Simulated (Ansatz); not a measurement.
System: C3H6S, net charge 0, singlet state. 
Geometry from a B3LYP-D3(BJ)/def2-TZVP (Ansatz, a program for electronic structure) optimisation:
SMILES: C1CSC1
```xyz
10

C      0.0008     1.3184     0.2509
C     -1.1480     0.2936     0.2181
S     -0.0008    -1.0285    -0.3774
C      1.1487     0.2927     0.2156
H      0.0020     1.9898     1.1112
H      0.0000     1.9219    -0.6563
H     -1.9694     0.5086    -0.4615
H     -1.5445     0.0509     1.2035
H      1.9688     0.5071    -0.4659
H      1.5473     0.0497     1.2000
```
Charge 0, spin multiplicity 1.

Total electronic energies in hartree. Correlated levels leave the core frozen unless marked. No spin-orbit coupling. Non-relativistic. Basis-set limits of correlation are two-point, X^-3; Hartree-Fock from the larger set. [CCSD(T)-MP2]/basis is that difference in the basis named.

```tsv
level	program	energy (Eh)
HF/STO-3G	Ansatz	-508.87915
BLYP-D3(BJ)/def2-TZVPD	Ansatz + dftd3	(withheld)
r2SCAN/def2-TZVPD	Ansatz	-516.04755
LC-wPBE-D4/def2-TZVPD	Ansatz + dftd4	-515.97310
LC-wPBE/def2-TZVPD	Ansatz	-515.96497
CCSD/cc-pV(T+d)Z	Ansatz	-515.38963
CCSD(T) with core electrons (1s frozen past Ne)/cc-pwCVTZ	Ansatz	-515.84469
RI-MP2/CBS(aug-cc-pV(T+d)Z,aug-cc-pV(Q+d)Z)+[CCSD(T)-MP2]/aug-cc-pV(T+d)Z	Ansatz	-515.5156
RI-MP2/CBS(cc-pV(T+d)Z,cc-pV(Q+d)Z)+[CCSD(T)-MP2]/cc-pV(T+d)Z	Ansatz	-515.5140
```

Question: What belongs in the gaps?

Answer: 
- BLYP-D3(BJ)/def2-TZVPD, energy (Eh): -516.09608
